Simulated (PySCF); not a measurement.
# Structure from NMR data

The spectra below were simulated for a compound C₂H₆BN.

¹H NMR (400 MHz, computed): δ 4.84 (br, 2H), 1.96 (t, J = 1.4 Hz, 4H).

¹³C{¹H} NMR (computed): δ 18.3 (2C).

- geometry from PBE0-D3(BJ)/def2-SVP
- GIAO HF/pcSseg-2 shieldings
- B3LYP/pcJ-1 coupling constants (spin–dipole term only in couplings to heteroatoms)
- run in PySCF 2.14
- one averaged value for each set of equivalent atoms, in vacuum, single conformer, non-relativistic Hamiltonian

Chemical shifts δ = σref − σ; ¹H (σref 31.68), ¹³C (σref 191.47) against TMS, all at this level.

Task: Propose a structure and justify it.

Result: 
1. 1 carbon signal for 2 carbons: some carbons are equivalent by symmetry or fast rotation.
2. Carbon types of the structure: 2 × CH2, leaving 2 H on heteroatoms.
3. δC 18.3: aziridine ring carbon.
4. δH 4.84: hydrogen on a boron bonded to N.
5. δH 1.96: hydrogen on an aziridine ring carbon.

These data were computed for `N1(B)CC1`.

Hydrogens on boron are broadened and split by ¹¹B (spin 3/2, 80 %) and 10B (spin 3). Multiplet labels drop couplings under 1 Hz and merge nearly equal ones. Shifts are as computed, not scaled to solution data. Of 1211 compounds with measured shifts, 218 miss one by over three times the rms of a fit or turn the order of signals round; such compounds aren't used in these exercises.
